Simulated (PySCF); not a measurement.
## Relaxation of doublet TcOCl₂

Computed with UPBE/[Tc def2-SVP with ECP28, O def2-SVP, Cl def2-SVP], scalar-relativistic core potentials, density fitting, no spin–orbit coupling, PySCF. A (50,194) grid was used.

A hand-made T-shaped (ligand arrangement 2) start, of C2v symmetry, held to at least that symmetry:

```xyz
4
charge 0 multiplicity 2, angstrom
Tc    0.0000    0.0000   -0.1831
O     0.0000    0.0000    1.5869
Cl    2.2686    0.0000   -0.1039
Cl   -2.2686    0.0000   -0.1039
```

Task: What forces act on the atoms at the start (eV/Å)?

Result: 
```tsv
atom	Fx	Fy	Fz
Tc1	0.00	0.00	7.79
O2	0.00	0.00	-5.12
Cl3	0.34	0.00	-1.33
Cl4	-0.34	0.00	-1.33
```

Task: What does it relax to?

Result: It ends at C2v with Tc–Cl 2.234 Å (×2), Tc–O 1.636 Å; Cl–Tc–Cl 116.1°, Cl–Tc–O 121.9° (×2) (after a last refinement on a finer grid). A frequency run shows a minimum. Other isomers or separated fragments may lie lower.

Task: How much energy is released, and in how many steps?

Result: 202.1 kJ/mol in 8 steps.

Other spin states or occupations of the open shell can lie lower.

The relaxation took 36 s on 2 threads of a shared Intel Xeon Platinum 8259CL @ 2.50GHz (Skylake/Cascade Lake) host, with 81 basis functions and 9 gradients; the process peaked at 0.51 GiB.
